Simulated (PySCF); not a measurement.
From one molecule to another.

First species: C₄H₁₄Si₂.
SMILES with atom numbers: `[CH3:1][CH2:2][CH2:3][CH:4]([SiH3:5])[SiH3:6]` (hydrogens: H7, H8, H9 on C1; H10, H11 on C2; H12, H13 on C3; H14 on C4; H15, H16, H17 on Si5; H18, H19, H20 on Si6)

Second species: C₅H₁₁PSeSi.
SMILES: `C[P@@]1(=[Se])CCC=C1[SiH3]`

Levels: CAM-B3LYP/def2-SVPD for HOMO energy, LUMO energy, HOMO–LUMO gap and static isotropic polarisability; TDDFT CAM-B3LYP/def2-SVPD for lowest singlet excitation; TDA CAM-B3LYP/def2-SVPD for lowest triplet excitation (Tamm–Dancoff); ΔSCF CAM-B3LYP/def2-SVPD for vertical ionisation energy. Geometries: PBE0-D3(BJ)/def2-SVP. Each structure is a single optimised conformer of the isolated species, non-relativistic unless stated. Electronic properties by PySCF.

The conformers computed, where there is a choice (atom-mapped SMILES and torsion angles):
- `[CH3:1][CH2:2][CH2:3][CH:4]([SiH3:5])[SiH3:6]`: C1–C2–C3–C4 -176°, C2–C3–C4–Si5 175°

The conformers of `C[P@@]1(=[Se])CCC=C1[SiH3]` aren't listed.

(1) Which has the higher LUMO energy?

(2) Which has the higher HOMO energy?

(3) Which of the two has the higher static isotropic polarisability, and by how much?

(4) Which of the two has the higher vertical ionisation energy, and by how much?

(5) Which has the higher S1 energy?

(6) Which has the higher HOMO–LUMO gap?

(7) Which of the two has the higher T1 energy, and by how much?

## Answers

(1) The first: 1.10 eV against 0.01 eV, a difference of 1.09 eV.

(2) The second: -7.15 eV against -9.49 eV, a difference of 2.34 eV.

(3) The second: 138.9 au against 105.6 au, a difference of 33.3 au.

(4) The first: 10.07 eV against 7.84 eV, a difference of 2.23 eV.

(5) The first: 7.63 eV against 4.48 eV, a difference of 3.15 eV.

(6) The first: 10.59 eV against 7.16 eV, a difference of 3.43 eV.

(7) The first: 7.28 eV against 3.94 eV, a difference of 3.34 eV.

On the first: The ΔSCF ionisation energy exceeds −ε(HOMO) by 0.58 eV with CAM-B3LYP. The polarisability is 15.65 Å³ as a volume (1 au = 0.148185 Å³), or 1.60 au for each of the 66 electrons.

On the second: The principal polarisabilities are 118.2, 138.0 and 160.6 au; their mean is the isotropic value. The vertical singlet–triplet gap S1 − T1 is 0.54 eV (TDDFT singlet less Tamm–Dancoff triplet; S1: HOMO→LUMO, weight 0.54, beside HOMO−1→LUMO, weight 0.36; T1: HOMO−2→LUMO, weight 0.56). The calculation is non-relativistic and has no spin–orbit coupling, an omission that weighs most on selenium.
